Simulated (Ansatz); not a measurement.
System: BiF2, charge -1, multiplicity 1. 
Geometry from a B3LYP-D3(BJ)/def2-TZVP (Ansatz, a first-principles code) optimisation:
```xyz
3

Bi    -0.2492     0.0000     0.0000
F      1.1493     0.0000     1.5885
F      1.1493     0.0000    -1.5885
```
Charge -1, spin multiplicity 1.

Parts of the frozen-core correlation energy in def2-SVPD (Ansatz, hartree). Frozen orbitals: 11; correlated occupied orbitals by spin: 10 and 10; virtual: 57 and 57. No spin-orbit coupling. In def2 rows, elements after Kr have scalar-relativistic effective core potentials.

```
term                            value
-------------------------  ----------
reference (HF)             -412.34133
MP2 opposite-spin            -0.36074
MP2 same-spin                       ?
CCSD correlation                    ?
(T)                                 ?
T1 diagnostic                   0.020
largest doubles amplitude       0.045
```

Question: Complete the blanks.

Answer: 
- MP2 same-spin, value: -0.13622
- CCSD correlation, value: -0.50384
- (T), value: -0.01370
